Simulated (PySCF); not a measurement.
A structure optimised at PBE-D3(BJ)/def2-SVP, used in a PySCF frequency run:

```
Si
H 1 1.4928
N 1 1.8036 2 112.43
C 3 1.2875 1 103.00 2 116.97
H 4 1.1130 3 122.07 1 -178.53
C 4 1.5353 5 120.20 3 -179.76
N 6 1.2875 4 117.72 5 179.77
H 6 1.1130 7 122.07 1 178.53
Cl 1 2.0611 2 109.99 3 -124.94
```

Problem. Write its SMILES, formula and point group.

Solution. Cl[SiH]1N=CC=N1, C₂H₃ClN₂Si, Cs

Problem. What are its rotational constants (standard atomic weights)?

Solution. 5.2960, 1.7439, 1.5112 GHz
